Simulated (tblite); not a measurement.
Compound: C₈H₉P₂ (charge -1).
SMILES with atom numbers: `[CH2:1]=[CH:2][c:3]1[p:4][c:5]([CH:6]=[CH2:7])[c:8]([CH3:9])[p-:10]1` (hydrogens: H11, H12 on C1; H13 on C2; H14 on C6; H15, H16 on C7; H17, H18, H19 on C9)

Structure optimised with GFN2-xTB, isolated species.

**Question.** List the bond lengths, angles and torsions at this level.

**Answer.** 
```json
{"bond": "C1=C2", "length (Å)": "1.334", "order": "double"}
{"bond": "C2–C3", "length (Å)": "1.436", "order": "single"}
{"bond": "C3–P4", "length (Å)": "1.746", "order": "aromatic"}
{"bond": "P4–C5", "length (Å)": "1.765", "order": "aromatic"}
{"bond": "C5–C6", "length (Å)": "1.442", "order": "single"}
{"bond": "C6=C7", "length (Å)": "1.333", "order": "double"}
{"bond": "C5–C8", "length (Å)": "1.397", "order": "aromatic"}
{"bond": "C8–C9", "length (Å)": "1.506", "order": "single"}
{"bond": "C8–P10", "length (Å)": "1.741", "order": "aromatic"}
{"bond": "C3–P10", "length (Å)": "1.758", "order": "aromatic"}
{"bond": "C1–H11", "length (Å)": "1.078", "order": "single"}
{"bond": "C1–H12", "length (Å)": "1.080", "order": "single"}
{"bond": "C2–H13", "length (Å)": "1.088", "order": "single"}
{"bond": "C6–H14", "length (Å)": "1.087", "order": "single"}
{"bond": "C7–H15", "length (Å)": "1.078", "order": "single"}
{"bond": "C7–H16", "length (Å)": "1.080", "order": "single"}
{"bond": "C9–H17, C9–H18, C9–H19", "length (Å)": "1.092", "order": "single"}
```

Bonds in one row agree within 0.01 Å and their mean is given. Orders are formal, as drawn. A selection of angles:
```json
{"angle": "C1–C2–C3", "degrees": "126.2"}
{"angle": "C2–C3–P4", "degrees": "123.9"}
{"angle": "C2–C3–P10", "degrees": "119.2"}
{"angle": "P4–C3–P10", "degrees": "117.0"}
{"angle": "C3–P4–C5", "degrees": "94.5"}
{"angle": "P4–C5–C6", "degrees": "121.5"}
{"angle": "P4–C5–C8", "degrees": "116.5"}
{"angle": "C6–C5–C8", "degrees": "122.0"}
{"angle": "C5–C6–C7", "degrees": "125.7"}
{"angle": "C5–C8–C9", "degrees": "123.0"}
{"angle": "C5–C8–P10", "degrees": "117.5"}
{"angle": "C9–C8–P10", "degrees": "119.5"}
{"angle": "C3–P10–C8", "degrees": "94.6"}
```

Dihedral angles: C1–C2–C3–P4 0° (synperiplanar); P4–C5–C6–C7 5° (synperiplanar). The mirror-image conformer, all signs reversed, is as good.

C7 (terminal =CH2 carbon) is planar (angles 122.2°, 120.8° and 117.0°, sum 360.0°, 0.00 Å off the plane of its three neighbours). C5 (substituted aromatic carbon) is planar (angles 122.0°, 121.5° and 116.5°, sum 360.0°, 0.00 Å off the plane of its three neighbours). C6 (alkene CH carbon) is planar (angles 125.7°, 118.3° and 116.0°, sum 360.0°, 0.00 Å off the plane of its three neighbours). C1 (terminal =CH2 carbon) is planar (angles 122.3°, 120.6° and 117.1°, sum 360.0°, 0.00 Å off the plane of its three neighbours). C8 (substituted aromatic carbon) is planar (angles 123.0°, 119.5° and 117.5°, sum 360.0°, 0.00 Å off the plane of its three neighbours). P10 (phosphorus bonded to 2 C) is bent (angle 94.6°). C3 (substituted aromatic carbon) is planar (angles 123.9°, 119.2° and 117.0°, sum 360.0°, 0.00 Å off the plane of its three neighbours).

Point group: near Cs, missed by 0.26 Å at most; the miss may be what the optimiser left on a soft mode. Its GFN2-xTB frequencies are all real (lowest 56 cm⁻¹). 2 starts were optimised and ended at 0.00 and 1.70 kcal/mol (GFN2-xTB); the lowest of these is shown.

These are computed values.
